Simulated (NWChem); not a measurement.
System: ZnSiH₃OF; SMILES [O]([Zn][F])[SiH3]

```xyz
7

Zn     0.1664    -0.8794     0.0007
F     -0.2480    -2.5602    -0.0039
O      0.6711     0.7991     0.0054
Si     0.0683     2.3295     0.0000
H     -0.7667     2.5924    -1.2183
H      1.1953     3.3094     0.0167
H     -0.7988     2.5883     1.1967
```
Atoms are numbered in this order, from 1.

Level: PBE0/def2-SVP (NWChem), optimised geometry, unscaled harmonic frequencies. 

```csv
frequency (cm⁻¹),IR intensity (km/mol)
46,0.0
73,2.2
153,39.1
165,32.9
474,2.3
726,32.6
729,67.7
741,79.9
946,86.9
954,86.4
1013,330.0
1052,360.2
2195,193.2
2202,123.0
2237,136.1
```

```yaml
zero_point_energy: 19.6 kcal/mol
thermal correction to the enthalpy at 298.15 K (with zero-point energy): 24.2 kcal/mol
heat capacity Cv: 18.9 cal/(mol K)
entropy at 298.15 K and 1 atm (symmetry number 1): 82.4 cal/(mol K)
dipole_moment: 0.50 D
```

Rigid rotor and harmonic oscillator; modes under 100 cm⁻¹ make the entropy uncertain.
